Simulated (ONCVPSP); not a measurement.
**What one change does to a pseudopotential (Hf (Z = 72), ONCV)**

- Element: Hf (Z = 72)
- Generator: ONCVPSP 4.0.1
- Type: optimised norm-conserving Vanderbilt (ONCV)
- Functional: revPBE
- Relativity: scalar-relativistic
- Frozen core: [Kr] 4d10 4f14
- Valence charge: 12
- Reference configuration: 5s2 5p6 5d2 6s2
- Partial waves: 5s+6s: rc 1.65 bohr, ncon 5, nbas 9, qcut 7.1 1/bohr, 2 projectors; 5p: rc 1.85 bohr, ncon 4, nbas 8, qcut 7.5 1/bohr, 2 projectors, debl 3.1 Ha; 5d: rc 2.95 bohr, ncon 4, nbas 9, qcut 5.8 1/bohr, 2 projectors, debl 1 Ha
- Local potential: polynomial inside 1.30 bohr (lpopt 5, dvloc0 0 Ha)
- Core correction: none

All-electron outer shells of the reference configuration (revPBE, scalar-relativistic, ld1.x):

```tsv
shell	level (eV)	outermost node (bohr)	outermost maximum (bohr)
5s	-67.00	0.55	1.01
5p	-35.56	0.60	1.16
4f	-16.81	–	0.45
6s	-5.06	1.37	2.93
5d	-2.64	0.67	1.69
```

Change: d: debl 4.85.

Cutoffs: the cutoffs (Ha) at which the residual kinetic energy of the hardest occupied pseudo-wave falls to 1 and 0.1 mHa per electron; they do not see the model core or the augmentation charge, which bear on the density cutoff. Errors are all-electron minus pseudo energies relative to the spin-unpolarised reference configuration.

Q: What does the change do?

A: The potential gets neither clearly harder nor softer (21 Ha and 27 Ha → 21 Ha and 27 Ha); the errors of the 3 common tests hardly move; the range in which the d phases agree narrows (upper end 3.8 → 0.8); neither file shows a bound ghost.

```tsv
quantity	base	changed
cutoff, loose	21 Ha	21 Ha
cutoff, tight	27 Ha	27 Ha
bound ghosts	none	none
GHOST(+) flags under 300 eV	s at 184.9 eV	s at 184.9 eV
tests with a reliable result	3 of 4	3 of 4
error for 5s2 5p6 5d2 6s1, meV [ΔE 7.90 eV]	+0.5	+0.4
error for 5s2 5p6 5d2 6s0, meV [ΔE 21.94 eV]	+19	+18
error for 5s2 5p6 5d2 6s1 6p1, meV [ΔE 3.80 eV]	+1.1	+1.1
s: phases at 1.68 bohr within 0.05 rad from the reference energy up to (Ha; the scan ends near 5)	to the end of the scan	to the end of the scan
p: phases at 1.88 bohr within 0.05 rad from the reference energy up to (Ha; the scan ends near 5)	to the end of the scan	to the end of the scan
d: phases at 3.00 bohr within 0.05 rad from the reference energy up to (Ha; the scan ends near 5)	3.8	0.8
```
